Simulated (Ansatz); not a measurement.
One change: `N[SiH]([SiH3])[SiH3]` becomes `O=C[SiH]([SiH3])[SiH3]`.

Ansatz, PBE0-D4/def2-TZVP geometries, multiplicity 1. Each molecule was computed in one conformer, which needn't be the lowest.

```
                                        property  `N[SiH]([SiH3])[SiH3]`
               HOMO energy (PBE/def2-TZVPP) / eV                   -6.04
            HOMO–LUMO gap (PBE0/def2-TZVPP) / eV                    6.85
           HOMO–LUMO gap (B3LYP/def2-TZVPP) / eV                    6.48
size of the dipole moment (B3LYP/def2-TZVPP) / D                    1.56
         HOMO–LUMO gap (ωB97M-V/def2-TZVPP) / eV                   10.81
               LUMO energy (PBE/def2-TZVPP) / eV                   -1.34
```

Task: Give the same properties after the change, and the shifts. (Estimate.)

Result: The calculation gave: 
```tsv
property	`O=C[SiH]([SiH3])[SiH3]`	shift
HOMO energy (PBE/def2-TZVPP) / eV	-5.65	0.39
HOMO–LUMO gap (PBE0/def2-TZVPP) / eV	5.30	-1.55
HOMO–LUMO gap (B3LYP/def2-TZVPP) / eV	4.86	-1.62
size of the dipole moment (B3LYP/def2-TZVPP) / D	2.06	0.50
HOMO–LUMO gap (ωB97M-V/def2-TZVPP) / eV	9.71	-1.10
LUMO energy (PBE/def2-TZVPP) / eV	-2.85	-1.51
```

With PBE0 the HOMO rises by 0.32 eV and the LUMO falls by 1.23 eV, so the gap narrows by about 1.55 eV. PBE moves the HOMO by 0.39 eV and ωB97M-V by 0.33 eV. Dipoles are sizes alone; their direction can turn.

B3LYP here is the variant with VWN-RPA as its local correlation; programs differ in this.
